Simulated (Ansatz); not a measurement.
Compare A (`C=C([SiH3])OC=S`) with its isomer B (`C=C=C(S)O[SiH3]`).

Gas-phase electronic energies from Ansatz, PBE0-D4/def2-TZVP geometries. CCSD(T)/CBS is the MP2 limit (def2-TZVPP, def2-QZVPP) plus CCSD(T) − MP2 in def2-TZVPP, frozen cores. DFT in def2-TZVPP. B3LYP here is the variant with VWN-RPA as its local correlation; programs differ in this. One conformer a species, not always the lowest.

A:

Z-matrix (Å, degrees):
```
Si
C 1 1.878
H 1 1.484 2 109.4
H 1 1.483 2 109.5 3 119.9
H 1 1.483 2 107.4 3 -120.1
O 2 1.389 1 112.9 3 -61.9
C 2 1.328 1 125.1 3 120.3
C 6 1.336 2 119.4 1 142.1
H 7 1.085 2 122.9 1 176.5
H 7 1.082 2 119.6 1 -2.0
S 8 1.606 6 123.6 2 169.6
H 8 1.093 6 112.9 2 -11.9
```

B:

```xyz
12

C    -1.3620    0.9625   -1.2237
C    -0.9121    0.3309   -0.1777
C    -0.4672   -0.3017    0.8752
S    -1.4368   -0.7304    2.2879
O     0.8088   -0.7292    1.0491
Si    2.0029   -0.4952   -0.0904
H    -1.3417    2.0486   -1.2890
H    -1.7752    0.4316   -2.0791
H    -2.5742   -0.1912    1.8250
H     2.2107    0.9537   -0.3308
H     1.6430   -1.1695   -1.3617
H     3.2038   -1.1103    0.5152
```

Task: Which isomer does CCSD(T)/CBS put lower? Give the gap. (An estimate is asked.)

Result: Computed: B, by 36.6 kJ/mol.

Task: Give E(B) − E(A) in kJ/mol with B3LYP-D4, CCSD/def2-TZVPP, MP2/def2-TZVPP, B2PLYP, PBE-D4, ωB97M-V, r2SCAN-D4. (Best estimate.)

Result: The calculation gave: B3LYP-D4 -38.3, CCSD/def2-TZVPP -38.5, MP2/def2-TZVPP -36.4, B2PLYP -34.3, PBE-D4 -27.3, ωB97M-V -36.7, r2SCAN-D4 -34.3. None reverses the order clearly.

Largest T1 diagnostic: 0.016.

In def2-TZVPP, CCSD(T) changes the Hartree–Fock value by +11.6 kJ/mol (the triples alone add +5.3 kJ/mol) and MP2 by +8.4 kJ/mol. From PBE to PBE0 (25 % exact exchange), in def2-TZVPP and without D4, E(B) − E(A) moves by −6.6 kJ/mol.
